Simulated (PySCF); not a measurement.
Job file and geometry (Å, from GFN2-xTB) of an NMR shielding run on `CC#CC[SiH2]SBB`, C$_{4}$H$_{10}$B$_{2}$SSi, PySCF 2.14.0, density-fitted response routines, GIAO PBE0/pcSseg-1 NMR shielding, non-relativistic, gas phase; density fitting, a coarse starting grid and PySCF grid level 2 are the driver's defaults:

```
$ OMP_NUM_THREADS=1 python probes_run.py task.json out

{"job": {"kind": "nmr", "xc": "PBE0", "basis": "pcSseg-1"}, "charge": 0, "multiplicity": 1}
B     -3.814107     1.069839    -0.619746
B     -3.905087    -0.360209     0.151213
S     -2.439777    -1.303850     0.502723
Si    -0.766292    -0.130375    -0.214269
C      0.720347    -1.290533     0.033871
C      1.964041    -0.631023    -0.286316
C      2.989568    -0.069718    -0.550452
C      4.237057     0.596317    -0.863508
H     -3.666291     2.087952    -0.054605
H     -3.858717     1.157303    -1.789841
H     -4.881770    -0.896832     0.526574
H     -0.971672     0.207445    -1.621356
H     -0.659155     1.077527     0.601913
H      0.612720    -2.178606    -0.594831
H      0.754713    -1.636078     1.070735
H      5.075787     0.041296    -0.443039
H      4.235695     1.603306    -0.446209
H      4.364181     0.662558    -1.944034
```

Question: What does the program print?

Answer: 
```
coarse grid: 15968 points
cycle   1  E = -895.0871485310  dE =  7.132e-01  |g| = 4.091e-01  |ddm| = 4.301e+00
cycle   2  E = -895.0958437514  dE = -8.695e-03  |g| = 3.752e-01  |ddm| = 1.160e+00
cycle   3  E = -895.1357871778  dE = -3.994e-02  |g| = 5.166e-02  |ddm| = 5.718e-01
cycle   4  E = -895.1361274672  dE = -3.403e-04  |g| = 4.079e-02  |ddm| = 9.217e-02
cycle   5  E = -895.1365238166  dE = -3.963e-04  |g| = 1.156e-02  |ddm| = 3.893e-02
cycle   6  E = -895.1365556548  dE = -3.184e-05  |g| = 2.929e-03  |ddm| = 1.294e-02
cycle   7  E = -895.1365579536  dE = -2.299e-06  |g| = 7.050e-04  |ddm| = 4.148e-03
final grid: 144640 points
cycle   8  E = -895.1837685281  dE = -3.641e-05  |g| = 7.451e-03  |ddm| = 4.599e-02
cycle   9  E = -895.1837637786  dE =  4.750e-06  |g| = 8.449e-03  |ddm| = 1.698e-02
cycle  10  E = -895.1837833438  dE = -1.957e-05  |g| = 8.148e-04  |ddm| = 1.004e-02
cycle  11  E = -895.1837835514  dE = -2.076e-07  |g| = 2.254e-04  |ddm| = 1.473e-03
cycle  12  E = -895.1837835611  dE = -9.714e-09  |g| = 1.228e-04  |ddm| = 2.745e-04
cycle  13  E = -895.1837835644  dE = -3.338e-09  |g| = 4.355e-05  |ddm| = 1.265e-04
cycle  14  E = -895.1837835649  dE = -4.534e-10  |g| = 9.580e-06  |ddm| = 3.883e-05
converged SCF energy = -895.1837835649

GIAO shielding tensors (ppm)
atom      isotropic    diamagn.    paramagn.     s11        s22        s33       span
  0 B       -4.253     194.505    -198.757   -123.973    -28.534    139.748    263.722
  1 B       16.360     198.833    -182.473    -81.714     -1.141    131.936    213.651
  2 S      497.805    1061.301    -563.496    179.979    550.844    762.591    582.612
  3 Si     384.167     882.608    -498.441    360.971    367.175    424.354     63.383
  4 C      181.472     259.519     -78.046    166.730    174.739    202.949     36.219
  5 C      108.194     259.757    -151.564     21.700     25.364    277.517    255.817
  6 C      104.889     269.077    -164.188     18.791     23.189    272.687    253.896
  7 C      182.175     253.567     -71.392    174.509    174.981    197.035     22.527
  8 H       21.921      29.026      -7.105      9.460     25.055     31.249     21.789
  9 H       21.896      29.031      -7.135      9.488     25.044     31.155     21.668
 10 H       22.826      28.880      -6.055     16.233     25.465     26.778     10.545
 11 H       27.055      32.239      -5.184     23.071     26.718     31.375      8.304
 12 H       26.972      32.343      -5.372     23.067     26.599     31.249      8.182
 13 H       29.541      30.318      -0.777     23.809     29.465     35.350     11.541
 14 H       29.586      31.622      -2.036     23.705     29.634     35.420     11.716
 15 H       29.764      25.737       4.026     24.481     27.895     36.915     12.434
 16 H       29.802      31.228      -1.426     24.511     28.339     36.555     12.044
 17 H       29.808      28.538       1.270     24.620     28.136     36.667     12.047
```

Size and cost of the density-fitted run: 200 basis functions, 84 s wall time on 1 thread of an Intel Xeon, shared host; peak memory 1 GiB.
